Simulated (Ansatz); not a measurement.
`[SH][Ti]([SH])([Cl])[Cl]` and `[F][Ti]([SH])([Cl])[Cl]` differ in one atom or group.

Ansatz, PBE0-D4/def2-TZVP geometries, multiplicity 1. Each molecule was computed in one conformer, which needn't be the lowest.

Scalar relativity is left out up to krypton.

```json
{"property": "ideal-gas entropy at 298 K and 1 bar (rigid rotor, harmonic PBE0-D4/def2-TZVP) / J/(mol·K)", "`[SH][Ti]([SH])([Cl])[Cl]`": "403"}
{"property": "LUMO energy (B3LYP/def2-TZVPP) / eV", "`[SH][Ti]([SH])([Cl])[Cl]`": "-3.56"}
{"property": "HOMO–LUMO gap (PBE0/def2-TZVPP) / eV", "`[SH][Ti]([SH])([Cl])[Cl]`": "4.76"}
{"property": "HOMO energy (ωB97M-V/def2-TZVPP) / eV", "`[SH][Ti]([SH])([Cl])[Cl]`": "-10.24"}
{"property": "HOMO–LUMO gap (PBE/def2-TZVPP) / eV", "`[SH][Ti]([SH])([Cl])[Cl]`": "2.67"}
{"property": "size of the dipole moment (B3LYP/def2-TZVPP) / D", "`[SH][Ti]([SH])([Cl])[Cl]`": "0.86"}
```

**Question.** What does the change do to each property? (Best estimate.)

**Answer.** Computed: 
```json
{"property": "ideal-gas entropy at 298 K and 1 bar (rigid rotor, harmonic PBE0-D4/def2-TZVP) / J/(mol·K)", "`[F][Ti]([SH])([Cl])[Cl]`": "385", "shift": "-18"}
{"property": "LUMO energy (B3LYP/def2-TZVPP) / eV", "`[F][Ti]([SH])([Cl])[Cl]`": "-3.71", "shift": "-0.15"}
{"property": "HOMO–LUMO gap (PBE0/def2-TZVPP) / eV", "`[F][Ti]([SH])([Cl])[Cl]`": "4.88", "shift": "0.12"}
{"property": "HOMO energy (ωB97M-V/def2-TZVPP) / eV", "`[F][Ti]([SH])([Cl])[Cl]`": "-10.47", "shift": "-0.23"}
{"property": "HOMO–LUMO gap (PBE/def2-TZVPP) / eV", "`[F][Ti]([SH])([Cl])[Cl]`": "2.78", "shift": "0.11"}
{"property": "size of the dipole moment (B3LYP/def2-TZVPP) / D", "`[F][Ti]([SH])([Cl])[Cl]`": "1.01", "shift": "0.15"}
```

With PBE0 the HOMO falls by 0.24 eV and the LUMO falls by 0.12 eV, so the gap widens by about 0.12 eV. PBE moves the HOMO by -0.23 eV and ωB97M-V by -0.23 eV. The zero-point energy changes by -17.8 kJ/mol with -3 modes. Dipoles are sizes alone; their direction can turn. Modes under 60 cm⁻¹, often nearly free rotors, make the harmonic entropy too high.

B3LYP here is the variant with VWN-RPA as its local correlation; programs differ in this.
